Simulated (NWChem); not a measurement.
System: InI₂Cl; SMILES [Cl][In]([I])[I]

```xyz
4

In     0.0000     0.0000    -0.5560
Cl     0.0000     0.0000    -2.8918
I      2.3205     0.0000     0.7208
I     -2.3205     0.0000     0.7208
```
Atoms are numbered in this order, from 1.

Geometry: optimised at PBE0/def2-SVP. def2 effective core potentials on In, I; no spin-orbit coupling.

Symmetry labels are those of C2v in the frame above (b1 and b2, or b-type labels, depend on it).

Task: List the 4 lowest vertical singlet excitations from B3LYP/def2-SVP with def2 effective core potentials on In, I, TDA (NWChem).

Result: 
```
state  energy (eV)  oscillator strength  symmetry  leading excitation (squared amplitude)
-----  -----------  -------------------  --------  --------------------------------------
S1            3.51                0.008        b1                      HOMO → LUMO (0.98)
S2            3.61                0.000        a2                    HOMO−1 → LUMO (1.00)
S3            3.73                0.020        a1                    HOMO−2 → LUMO (0.98)
S4            3.87                0.007        b2                    HOMO−3 → LUMO (0.99)
```
